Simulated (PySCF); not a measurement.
Tl (thallium, neutral) across methods

[Xe] 4f14 5d10 6s1 6p1 6d1, one real determinant (an excited configuration). Calculation: PySCF 2.14, in aug-cc-pVTZ-PP with one added diffuse shell each of d, f type with ECP60MDF (6s5p5d3f, 67 functions); a scalar-relativistic core potential.

```json
{"method": "LDA", "E (hartree)": "-171.8463", "mean ε 6s α (eV)": "-14.618", "mean ε 6p α (eV)": "-6.271", "mean ε 6d α (eV)": "-0.988", "Σ⟨r²⟩ (bohr²)": "126.1", "⟨S²⟩": "3.751"}
{"method": "PBE0", "E (hartree)": "-172.1132", "mean ε 6s α (eV)": "-15.567", "mean ε 6p α (eV)": "-7.171", "mean ε 6d α (eV)": "-1.252", "Σ⟨r²⟩ (bohr²)": "132.2", "⟨S²⟩": "3.752"}
{"method": "UHF", "E (hartree)": "-171.18347", "mean ε 6s α (eV)": "-18.522", "mean ε 6p α (eV)": "-9.804", "mean ε 6d α (eV)": "-1.622", "Σ⟨r²⟩ (bohr²)": "157.3", "⟨S²⟩": "3.754"}
{"method": "CAM-B3LYP", "E (hartree)": "-172.0665", "mean ε 6s α (eV)": "-17.061", "mean ε 6p α (eV)": "-8.407", "mean ε 6d α (eV)": "-1.487", "Σ⟨r²⟩ (bohr²)": "141.4", "⟨S²⟩": "3.751"}
{"method": "r2SCAN", "E (hartree)": "-172.1862", "mean ε 6s α (eV)": "-14.828", "mean ε 6p α (eV)": "-6.568", "mean ε 6d α (eV)": "-0.960", "Σ⟨r²⟩ (bohr²)": "131.7", "⟨S²⟩": "3.754"}
{"method": "BHandHLYP", "E (hartree)": "-171.9940", "mean ε 6s α (eV)": "-16.635", "mean ε 6p α (eV)": "-7.995", "mean ε 6d α (eV)": "-1.317", "Σ⟨r²⟩ (bohr²)": "142.7", "⟨S²⟩": "3.751"}
{"method": "B3LYP", "E (hartree)": "-172.1719", "mean ε 6s α (eV)": "-15.299", "mean ε 6p α (eV)": "-6.911", "mean ε 6d α (eV)": "-1.203", "Σ⟨r²⟩ (bohr²)": "132.9", "⟨S²⟩": "3.751"}
{"method": "PBE", "E (hartree)": "-172.1419", "mean ε 6s α (eV)": "-14.332", "mean ε 6p α (eV)": "-6.178", "mean ε 6d α (eV)": "-1.049", "Σ⟨r²⟩ (bohr²)": "127.0", "⟨S²⟩": "3.751"}
{"method": "B97-3", "E (hartree)": "-172.1423", "mean ε 6s α (eV)": "-15.455", "mean ε 6p α (eV)": "-7.039", "mean ε 6d α (eV)": "-1.254", "Σ⟨r²⟩ (bohr²)": "134.5", "⟨S²⟩": "3.751"}
```

⟨L²⟩ = 8.01 against 12 for a pure F term, so this real determinant mixes terms. Energies and moments cover only the electrons outside the core potential. Spin-orbit coupling, absent here, splits the open shell strongly. The outer electron is Rydberg-like, and this basis confines it to a smaller radius and binds it less than a complete one would.
